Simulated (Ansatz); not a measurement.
Consider the isomerisation: `C/[C]([AlH2])=C\O` → `C=CC[O][AlH2]`.

Calculated with Ansatz (gas phase, PBE0-D4/def2-TZVP geometries, no zero-point term in ΔE). CCSD(T)/CBS adds triple-zeta CCSD(T) − MP2 to the extrapolated MP2 energy (def2 sets, frozen cores). DFT in def2-TZVPP. B3LYP here is the variant with VWN-RPA as its local correlation; programs differ in this. Each species was taken in one conformer, which may not be the lowest.

**Question.** Is it downhill or uphill in electronic energy at CCSD(T)/CBS, and by how much? (An estimate is asked.)

**Answer.** The calculation gave: Downhill: ΔE = -91.1 kJ/mol.

**Question.** What do these levels give: PBE0-D4, B3LYP-D4, ωB97X-V, ωB97M-V, B2PLYP, PBE, HF/def2-TZVPP, SCS-MP2/def2-TZVPP, CCSD(T)/def2-TZVPP, MP2/def2-QZVPP, SCS-MP2/def2-QZVPP, CCSD/CBS(def2)? (Estimate.)

**Answer.** Ansatz gave: PBE0-D4 -74.0, B3LYP-D4 -89.9, ωB97X-V -87.4, ωB97M-V -86.3, B2PLYP -92.5, PBE -70.1, HF/def2-TZVPP -111.0, SCS-MP2/def2-TZVPP -95.1, CCSD(T)/def2-TZVPP -91.1, MP2/def2-QZVPP -88.0, SCS-MP2/def2-QZVPP -95.5, CCSD/CBS(def2) -95.9 kJ/mol.

Largest T1 diagnostic among the species: 0.013.

In def2-TZVPP, CCSD(T) changes the Hartree–Fock value by +19.8 kJ/mol (the triples alone add +4.8 kJ/mol) and MP2 by +23.5 kJ/mol. From PBE to PBE0 (25 % exact exchange), in def2-TZVPP and without D4, ΔE moves by −5.0 kJ/mol.
